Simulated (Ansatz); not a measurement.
Two isomers of C6H6O2: A = `C#CCOC(=O)C=C`, B = `Oc1ccccc1O`.

Computed with Ansatz on PBE0-D4/def2-TZVP structures; ΔE is electronic, products minus reactants. CBS: MP2 limit from def2 TZ/QZ plus the TZ coupled-cluster correction, frozen cores. Functionals use def2-TZVPP. One conformer a species, not always the lowest.

Question: Which is lower in electronic energy at CCSD(T)/CBS, and by how much? (An estimate is asked.)

Answer: The calculation gave: B, by 237.2 kJ/mol.

Question: Give E(B) − E(A) in kJ/mol with HF/def2-TZVPP, PBE-D4, CCSD(T)/def2-TZVPP, MP2/def2-TZVPP, ωB97M-V, PBE0-D4, CCSD/def2-TZVPP. (Estimate.)

Answer: Ansatz gave: HF/def2-TZVPP -196.9, PBE-D4 -263.0, CCSD(T)/def2-TZVPP -228.9, MP2/def2-TZVPP -257.5, ωB97M-V -241.5, PBE0-D4 -276.0, CCSD/def2-TZVPP -223.2. None reverses the order clearly.

Largest T1 diagnostic: 0.015.

The D4 term adds −11.0 kJ/mol with B3LYP and −5.4 kJ/mol with PBE0; it sums over pairs of atoms, weighted by their polarisabilities, and B3LYP, whose exchange is more repulsive, gets the larger term. From PBE to PBE0 (25 % exact exchange), in def2-TZVPP and without D4, E(B) − E(A) moves by −14.2 kJ/mol.

B3LYP here is the variant with VWN-RPA as its local correlation; programs differ in this.
